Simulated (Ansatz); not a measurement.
# A reaction path, image by image

BH₃BrF, closed shell, from a complex of BH₂F ([BH2][F]) + HBr to a complex of BH₂Br ([BH2][Br]) + HF; PBE0-D4/def2-SVP (Ansatz 0.2.0). Settings:

```yaml
hamiltonian: {xc: pbe0, dispersion: d4}
neb:
  images: 5
  climbing: true
  max_iterations: 40
  initial_path: idpp
```

First end:

```xyz
6
angstrom
B 0.2053 0.5862 -0.8144
F 1.3928 0.4574 -0.2423
H -0.0943 -0.2039 -1.6616
H -0.4627 1.5300 -0.5062
H 0.1379 -1.2219 1.8779
Br -1.1791 -1.1477 1.3465
```

Second end:

B1  (-0.514, 0.238, -0.520)
F2  (1.494, 0.011, 0.459)
H3  (-0.156, -0.315, -1.507)
H4  (-0.523, 1.412, -0.357)
H5  (1.168, -0.517, 1.149)
Br6  (-1.468, -0.829, 0.776)
(Å)

The ends were relaxed with PBE0-D4 in triple zeta, so they are not quite minima here (largest force components 0.24 and 0.35 eV/Å).

Energies along the converged band: It took 10 iterations. Path lengths are measured after rigid turns and shifts between images are taken out.
```json
{"image": "0", "path length (Å)": "0.00", "energy (kcal/mol)": "0.00"}
{"image": "1", "path length (Å)": "0.40", "energy (kcal/mol)": "0.11"}
{"image": "2", "path length (Å)": "0.79", "energy (kcal/mol)": "1.83"}
{"image": "3", "path length (Å)": "1.19", "energy (kcal/mol)": "8.76"}
{"image": "4 (climbing)", "path length (Å)": "1.59", "energy (kcal/mol)": "18.15"}
{"image": "5", "path length (Å)": "2.09", "energy (kcal/mol)": "12.48"}
{"image": "6", "path length (Å)": "2.60", "energy (kcal/mol)": "13.44"}
```
Energies count from the first end.

The images between the ends:
Image 1:
```xyz
6
angstrom
B 0.1808 0.5379 -0.7496
F 1.3341 0.3598 -0.1145
H -0.0970 -0.2396 -1.6308
H -0.4696 1.5140 -0.4623
H 0.2230 -1.0259 1.6107
Br -1.1714 -1.1461 1.3465
```

Image 2:
```xyz
6
angstrom
B 0.1563 0.4731 -0.6602
F 1.3137 0.2859 -0.0102
H -0.1030 -0.2918 -1.5555
H -0.4758 1.4628 -0.3864
H 0.2564 -0.8479 1.3542
Br -1.1476 -1.0820 1.2579
```

Image 3:
```xyz
6
angstrom
B 0.0776 0.3855 -0.5537
F 1.2635 0.1807 0.1316
H -0.1034 -0.3152 -1.5151
H -0.4752 1.4345 -0.3492
H 0.3361 -0.7021 1.1609
Br -1.0988 -0.9833 1.1254
```

Image 4:
```xyz
6
angstrom
B -0.0669 0.3044 -0.4781
F 1.2201 0.0619 0.2962
H -0.0819 -0.3102 -1.5087
H -0.4523 1.4332 -0.3470
H 0.5039 -0.5739 1.0219
Br -1.1230 -0.9153 1.0156
```

Image 5:
```xyz
6
angstrom
B -0.2890 0.2406 -0.4532
F 1.2808 0.0219 0.3755
H -0.0934 -0.3120 -1.5005
H -0.4620 1.4232 -0.3442
H 0.8644 -0.5147 1.0481
Br -1.3010 -0.8590 0.8743
```

The band counts as converged below 0.05 eV/Å. Hardware: 2 CPU threads of an Arm Neoverse V1, shared host. Wall time about 110 s.
